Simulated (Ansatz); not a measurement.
CH7NSiSn (`[SiH3]/N=[CH]\[SnH3]`), relaxed with RKS PBE0-D4/def2-TZVP in Ansatz from a PBE-D4/def2-SVP geometry. The force threshold is 0.005 eV/Å; the program also tests the step.

Total charge 0; spin multiplicity 1. Sn takes the def2 core potential.

Start:

```xyz
11

Si    1.162   -1.145    1.104
N     1.459    0.399    0.285
C     0.664    1.101   -0.415
Sn   -1.475    0.679   -0.933
H     0.039   -1.005    2.101
H     0.799   -2.207    0.096
H     2.410   -1.552    1.824
H     1.049    2.057   -0.855
H    -1.583   -0.816   -1.803
H    -2.419    0.531    0.510
H    -2.104    1.959   -1.914
```

| step | energy (eV) | largest force (eV/Å) | largest move (Å) |
| --- | --- | --- | --- |
| 1 | -16343.6677 | 0.703 | 0.000 |
| 2 | -16343.7151 | 0.263 | 0.109 |
| 3 | -16343.7217 | 0.269 | 0.037 |
| 4 | -16343.7258 | 0.123 | 0.026 |
| 5 | -16343.7265 | 0.072 | 0.009 |
| 6 | -16343.7266 | 0.023 | 0.003 |
| 7 | -16343.7267 | 0.031 | 0.016 |
| 8 | -16343.7270 | 0.077 | 0.041 |
| 9 (rejected) | -16343.7251 | 0.231 | 0.197 |
| 10 (rejected) | -16343.6967 | 1.411 | 0.068 |
| 11 | -16343.7278 | 0.089 | 0.033 |
| 13 | -16343.7355 | 0.353 | 0.143 |
| 15 | -16343.7449 | 0.343 | 0.145 |
| 17 | -16343.7960 | 0.172 | 0.200 |
| 19 | -16343.8062 | 0.087 | 0.033 |
| 21 | -16343.8076 | 0.150 | 0.043 |
| 23 | -16343.8115 | 0.075 | 0.070 |
| 25 | -16343.8123 | 0.027 | 0.046 |
| 27 | -16343.8126 | 0.015 | 0.009 |
| 29 | -16343.8126 | 0.006 | 0.004 |
| 30 | -16343.8126 | 0.001 | 0.002 |

End:

```xyz
11

Si    1.194   -1.203    0.943
N     1.506    0.242    0.029
C     0.669    0.973   -0.559
Sn   -1.518    0.758   -0.691
H    -0.265   -1.535    0.979
H     1.938   -2.318    0.310
H     1.685   -0.987    2.326
H     1.051    1.857   -1.094
H    -1.957   -0.699   -1.461
H    -2.246    0.833    0.851
H    -2.056    2.080   -1.634
```

Hardware: 4 threads of an Arm Neoverse V2 on a shared host. Wall time 84 s, peak host memory 0.53 GiB.
